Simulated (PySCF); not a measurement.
Compound: C6H4N2O2.
Structure used (GFN2-xTB), in Å, numbered top down from 1:
```xyz
14
C6H4N2O2 angstrom
N     -2.668   -0.532   -1.558
C     -1.950   -0.699   -0.688
C     -1.011   -0.900    0.390
C      0.032    0.226    0.402
C     -0.581    1.489    0.765
N     -1.066    2.483    1.045
C      0.982    0.296   -0.815
C      2.039   -0.058    0.218
O      3.204   -0.258    0.224
O      1.157   -0.096    1.258
H     -1.548   -0.921    1.343
H     -0.502   -1.859    0.254
H      1.100    1.277   -1.271
H      0.812   -0.450   -1.589
```

The closed-shell SCF was solved with PySCF and density fitting under several settings on one GFN2-xTB geometry (grid level 2 and gas phase unless stated).

```tsv
settings	basis functions	SCF cycles	E (Eh)	HOMO (eV)	LUMO (eV)	dipole (D)
mPW1PW91/def2-SVPD, fitting basis def2-qzvpp-jkfit	238	12	-490.4683	-9.31	-1.10	2.57
PBE/IGLO-II, IEF-PCM tetrahydrofuran	244	18	-490.5271	-7.31	-1.78	3.26
BLYP/def2-SVPD	238	17	-490.4727	-7.56	-2.05	2.55
```

Task: Estimate the row for these settings: PBE0/ANO-RCC-VDZP.

Result: 
```
         settings  basis functions  SCF cycles     E (Eh)  HOMO (eV)  LUMO (eV)  dipole (D)
PBE0/ANO-RCC-VDZP              160          16  -490.5288      -9.16      -0.94        2.51
```

Task: Over all rows, what range does the HOMO–LUMO gap span?

Result: From 5.51 eV (BLYP/def2-SVPD) to 8.22 eV (PBE0/ANO-RCC-VDZP). The functional of the narrowest has no exact exchange, that of the widest 25 % exact exchange.

Task: And the dipole moment?

Result: From 2.51 D (PBE0/ANO-RCC-VDZP) to 3.26 D (PBE/IGLO-II, IEF-PCM tetrahydrofuran); the largest is 1.30 times the smallest, and the median is 2.56 D.

Cycle counts include a coarse-grid stage where the run had one. ANO-RCC sets were contracted for a scalar-relativistic Hamiltonian, but ran non-relativistically here. The species at its GFN2-xTB geometry (one conformer only).
